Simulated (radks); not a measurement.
Numerical settings for neutral lanthanum, [Xe] 5d1 6s2. All-electron calculation, Dirac Kohn-Sham, PBE, spin-unpolarised, spherical densities, point nucleus; open shells fill j = l - 1/2 first. Program: a radial shooting solver on a logarithmic mesh with Libxc functionals. The defaults (mesh step 0.008 in ln r, mesh end at 40 bohr or more with all orbitals vanishing there, Anderson mixing 0.5 over 9 steps, residual threshold near 1e-9 with the energy settled to 1e-9 hartree or 1e-11 of itself, here a cap of 90 iterations) give E = -8497.5113 hartree and 5d3/2 at -3.172 eV in 13 iterations. Run on one thread of a shared host, so times are rough (Arm Neoverse N1): 0.2 s of CPU time, 0.2 s wall, 13 iterations on 2728 mesh points. Changes against that run (0 stands for a change within the tolerance of the run):

| setting | iterations | converged | E (mhartree) | e(5d3/2) (meV) | CPU (s) |
|---|---|---|---|---|---|
| mesh step in ln r 0.03 | 13 | yes | +0.00889 | 0 | 0.07 |
| mesh step in ln r 0.12 | 2 | no | diverged | - | 0.05 |
| mesh step in ln r 0.02 | 13 | yes | +0.000618 | 0 | 0.1 |
| mesh end (bohr) 20 | 13 | yes | 0 | +0.0326 | 0.19 |
| mesh end (bohr) 3 | 13 | level above zero | +5.31e+03 | +2.99e+04 | 0.14 |
| residual threshold 0.01 | 8 | yes | 0 | +1.72 | 0.15 |
| residual threshold 1e-05 | 9 | yes | 0 | -0.0624 | 0.16 |
| mixing 0.05 | 18 | yes | 0 | 0 | 0.27 |
| linear mixing, mixing 0.5 | 30 | yes | 0 | 0 | 0.34 |
| linear mixing, mixing 0.2 | 88 | yes | 0 | 0 | 0.87 |
| mixing history 20 | 19 | yes | 0 | 0 | 0.26 |
| iteration cap 8 | 8 | no | 0 | -0.0624 | 0.12 |

Settled on a wrong energy, with an occupied level pushed above zero by the early mesh end: mesh end (bohr) 3 (+5.31 hartree). Apart from these: no run marked as converged misses the energy by more than 1 mhartree. A mesh that ends early acts as a hard wall.
